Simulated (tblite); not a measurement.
Q: Give a GFN2-xTB geometry of `C1(=C(C)[PH2+]CC1)C(F)(F)F`. (Charge +1.)

A: 
```xyz
19
C6H9F3P angstrom
C      1.241   -1.899    0.226
C      0.258   -0.787    0.100
C      0.439    0.530   -0.099
C      1.781    1.210   -0.270
F      1.897    1.694   -1.512
F      1.892    2.241    0.572
F      2.815    0.402   -0.055
C     -0.750    1.439   -0.187
C     -2.048    0.624    0.031
P     -1.508   -1.100    0.224
H      1.819   -1.795    1.144
H      0.736   -2.863    0.242
H      1.955   -1.889   -0.596
H     -0.752    1.932   -1.163
H     -0.657    2.235    0.558
H     -2.733    0.725   -0.814
H     -2.581    0.955    0.926
H     -1.858   -1.684    1.421
H     -1.957   -1.959   -0.755
```

Orientation and origin are arbitrary. Atoms count from 1 in this order. The 5-membered ring C2–C3–C8–C9–P10 has internal angles of 96.8° to 119.8°; it is almost planar, 0.01 Å rms from its mean plane, widest ring torsion 2°. Of the pairs four or more bonds apart, C1···F7 is among the closest relative to their van der Waals radii: 2.80 Å, 88 % of the sum of Bondi's values. C2 (fully substituted alkene carbon) is planar (angles 131.0°, 120.8° and 108.2°, sum 360.0°, 0.00 Å off the plane of its three neighbours). C3 (fully substituted alkene carbon) is planar (angles 125.1°, 119.8° and 115.1°, sum 360.0°, 0.01 Å off the plane of its three neighbours).

Bonds between heavy atoms (Å): C1–C2 1.489, C2=C3 1.344, C3–C4 1.514, C4–F5 1.338, C4–F6 1.336, C4–F7 1.330, C3–C8 1.499, C8–C9 1.548, C9–P10 1.817, C2–P10 1.798.

Computed geometry: GFN2-xTB, gas phase.

Point group: near Cs, missed by 0.31 Å at most; the miss may be what the optimiser left on a soft mode. Its lowest GFN2-xTB frequency is 9i cm⁻¹, too small to tell a flat minimum from a shallow saddle. 2 starts were optimised and ended at 0.00 and 0.11 kcal/mol (GFN2-xTB); the lowest of these is shown.
